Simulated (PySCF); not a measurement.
Computed shifts of a molecule C2H7ClOSi, KT2/pcSseg-1 (PySCF), GIAO, gas phase, equivalent atoms averaged, in ppm (number of nuclei): ¹³C: 70.6 (1), 24.5 (1). ²⁹Si: -3.4 (1). ¹H: 5.73 (1), 5.11 (1), 4.18 (1), 1.79 (3), -0.05 (1). References: ¹³C against TMS (σ = 185.1 ppm); ¹⁷O against H2O (σ = 330.4 ppm); ²⁹Si against TMS (σ = 361.9 ppm); ³⁵Cl against HCl (σ = 945.4 ppm); ¹H against TMS (σ = 31.47 ppm), references at their B3LYP-D3(BJ)/def2-TZVP geometries, non-relativistic (without spin–orbit terms, shifts of atoms bonded to Cl or Br come out too high). The structure is a stationary point at PBE-D3(BJ)/def2-SVP. Other conformers were not sampled.

**Question.** Which molecule gave these data?
A) COC[SiH2]Cl
B) C[C@@H](O)[SiH2]Cl
C) CC[Si@@H](O)Cl
D) C[Si@H](Cl)CO

**Answer.** B, C[C@@H](O)[SiH2]Cl
